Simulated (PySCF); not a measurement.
CH₅FSSi.
SMILES: `CS[SiH2]F`

Computed, not measured: TDDFT CAM-B3LYP/def2-SVPD, vertical, gas phase, core orbitals frozen in the response in PySCF. One conformer (not necessarily the lowest) at the PBE0-D3(BJ)/def2-SVP geometry, without solvent, vibrations or thermal averaging. Torsions of this conformer, `[CH3:1][S:2][SiH2:3][F:4]`: C1–S2–Si3–F4 65°.

| state | E (eV) | E (kJ/mol) | λ (nm) | f | \|μ\| (D) | main configurations (H = HOMO, L = LUMO) |
| --- | --- | --- | --- | --- | --- | --- |
| S1 | 5.84 | 564 | 212.2 | 0.0014 | 0.26 | H→L (75%), H→L+2 (8%) |
| S2 | 6.66 | 643 | 186.1 | 0.029 | 1.07 | H→L+2 (62%), H→L+1 (28%) |
| S3 | 6.78 | 654 | 182.9 | 0.046 | 1.34 | H→L+1 (58%), H→L+2 (17%), H→L (10%) |
| S4 | 7.31 | 705 | 169.6 | 0.017 | 0.78 | H→L+3 (85%) |
| S5 | 7.67 | 740 | 161.6 | 0.014 | 0.69 | H-1→L (60%), H→L+4 (15%), H→L+6 (9%) |
| S6 | 7.78 | 751 | 159.4 | 0.017 | 0.76 | H→L+4 (57%), H-1→L (22%), H→L+6 (9%) |
| S7 | 8.01 | 773 | 154.7 | 0.017 | 0.75 | H→L+6 (56%), H→L+4 (19%), H→L+5 (14%) |
| S8 | 8.12 | 783 | 152.7 | 0.021 | 0.83 | H-1→L+2 (31%), H→L+5 (29%), H-1→L+1 (21%) |
| S9 | 8.22 | 793 | 150.8 | 0.018 | 0.75 | H→L+5 (47%), H-1→L+2 (26%), H→L+6 (10%) |
| S10 | 8.30 | 801 | 149.3 | 0.154 | 2.21 | H-1→L+1 (58%), H-1→L+2 (25%) |

Triplets (Tamm–Dancoff): T1 5.42 eV, H→L (68%), H→L+2 (14%); T2 6.14 eV, H→L+2 (49%), H→L (16%), H→L+3 (13%); T3 6.25 eV, H→L+1 (75%); T4 6.87 eV, H-1→L (66%).

The lowest singlet lies at 5.84 eV (212 nm, ultraviolet) and is very weak; its leading configuration is HOMO→LUMO (75%). The strongest level in the table is S10 at 8.30 eV (149 nm, f = 0.154). It is the last of those listed, so stronger ones may follow. Löwdin shares by element: HOMO sulfur 72%, carbon 11%, silicon 9%; LUMO sulfur 35%, silicon 21%, carbon 12%, fluorine 7% (atoms not listed hold the other 25%). The listed states span 2.46 eV, and the widest gap between neighbours is 0.82 eV (S1 to S2). The oscillator strengths of these states sum to 0.335; summed over the whole spectrum of an exact calculation they would give the number of electrons, 50 (Thomas–Reiche–Kuhn). Weighted by f, the mean energy of these states is 7.81 eV. All these states lie below the vertical ionisation energy of 9.67 eV (ΔSCF). Singlets were solved by full linear response, triplets in the Tamm–Dancoff approximation.

On an Arm Neoverse V2 with one thread, shared host, this took 20 s of wall time.
